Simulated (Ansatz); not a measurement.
Cartesian coordinates in Å:
```
F 1.1810 -1.3167 -1.5455
C 0.2538 -1.9083 -0.7837
F 0.7935 -2.1149 0.4165
F -0.0251 -3.0880 -1.3188
O -0.8642 -1.1804 -0.6983
Si -1.0970 0.4526 -0.5760
O -0.6718 0.9932 0.9329
C 0.5073 1.4673 1.3459
F 0.5978 2.7825 1.1438
F 0.6593 1.2385 2.6403
F 1.5308 0.8942 0.6970
H -0.3133 1.1651 -1.5993
H -2.5522 0.6150 -0.6546
```

Charge 0, multiplicity 1.

(1) List the ωB97M-V/def2-TZVPP orbital energies in eV (the Gaussian-basis code of Ansatz). (An estimate is asked.)

Results:

(1) Ansatz gave: Occupied: -1809.32, -679.12, -679.05, -679.01, -679.00, -678.98, -678.96, -527.96, -527.96, -290.18, -290.15, -150.23, -104.39, -104.35, -104.30, -40.41, -40.37, -37.77, -37.72, -37.70, -37.67, -33.71, -33.35, -23.59, -23.00, -21.30, -20.55, -20.26, -20.23, -20.21, -20.10, -17.54, -16.71, -16.65, -16.57, -16.48, -15.94, -15.89, -15.76, -15.49, -15.40, -15.13, -14.81, -14.72, -14.64, -14.01, -13.73, -13.31, -12.58. Lowest empty: 1.82, 2.05, 3.13, 3.99, 4.10, 4.97, 5.32, 5.69.
